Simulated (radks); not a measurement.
Values are calculated unless marked as measured or tabulated.
These are the eigenvalues of the occupied orbitals of an atom or ion with whole-number occupations (eV). Code: a radial shooting solver on a logarithmic mesh with Libxc functionals. Model: scalar-relativistic Kohn-Sham, LDA (Slater exchange, Perdew-Wang correlation), spin-unpolarised, spherical densities, point nucleus.

1s: -9574.823
2s: -1224.471
2p: -1071.682
3s: -194.1943
3p: -148.3996
3d: -73.6793

Which element is it, and in what charge state? The configuration may be excited.

Answer. Z = 30, zinc, charge +4: Zn4+ in [Ar] 3d8. The list shows which subshells hold electrons but not how many an open one holds; the 1s level, -351.87 hartree, gives Z - s = 26.5 by -(Z - s)^2/2, which with screening and relativity narrows Z to a few neighbours, and the depths of the outer levels then fix element, charge and occupations together.
